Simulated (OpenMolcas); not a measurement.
## HI (hydrogen iodide): entropy by statistical mechanics

A linear singlet with charge 0, relaxed at HF/3-21G (OpenMolcas 26.06):

```xyz
2

I    -0.6962    0.2502   -0.3524
H     0.6962   -0.2502    0.3524
```

Harmonic wavenumbers in cm⁻¹: 2244.

Masses in u: I 126.904, H 1.008. Take T = 298.15 K, p = 1 bar, R = 8.3145 J/(mol K), kT/hc = 207.22 cm⁻¹, rigid rotor and harmonic oscillator.

Compute the standard molar entropy.


1. Translation (Sackur–Tetrode): S = R[3/2 ln M + 5/2 ln T − 1.1517] with M = 127.912 gives 169.4 J/(mol K).
2. Rotation: the moment of inertia is 2.686 u Å², so B = 16.8576/I = 6.2759 cm⁻¹; σ = 1; q = kT/(σhcB) = 33.0; S = R(ln q + 1) = 37.4.
3. Vibration: with u = ν̃/207.22, each mode gives R[u/(eᵘ − 1) − ln(1 − e⁻ᵘ)]; the sum is 0.0.
4. Spin: R ln 1 = 0.0.
5. Sum: 169.4 + 37.4 + 0.0 + 0.0 = 206.8 J/(mol K).

The tabulated value is 206.6 J/(mol K) (CRC Handbook of Chemistry and Physics): the model is off by +0.2. The set lacks polarisation functions, so shape and wavenumbers are rough.
